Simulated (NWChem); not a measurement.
BeHSeI; SMILES [SeH][Be][I]

```xyz
4

Be    -0.0012     0.5689     0.0000
I     -0.1030    -1.6019     0.0000
Se     0.1239     2.5967     0.0000
H     -1.3477     2.6917     0.0000
```
Atoms are numbered in this order, from 1.

Level: PBE0/def2-SVP with def2 effective core potentials on I (NWChem), optimised geometry, unscaled harmonic frequencies. This build's default masses of Se (78.918 u) and Br (79.917 u) are each other's, which moves their modes by up to 0.6 %. def2 effective core potentials on I; no spin-orbit coupling.

```tsv
frequency (cm⁻¹)	IR intensity (km/mol)
168	13.7
188	7.4
191	0.5
577	0.1
915	312.0
2436	3.7
```

The zero-point energy is 6.4 kcal/mol and the thermal correction to the enthalpy at 298.15 K (with zero-point energy) is 10.0 kcal/mol. The heat capacity Cv is 13.1 cal/(mol K) and the entropy at 298.15 K and 1 atm (symmetry number 1) is 75.3 cal/(mol K).

Rigid rotor and harmonic oscillator.
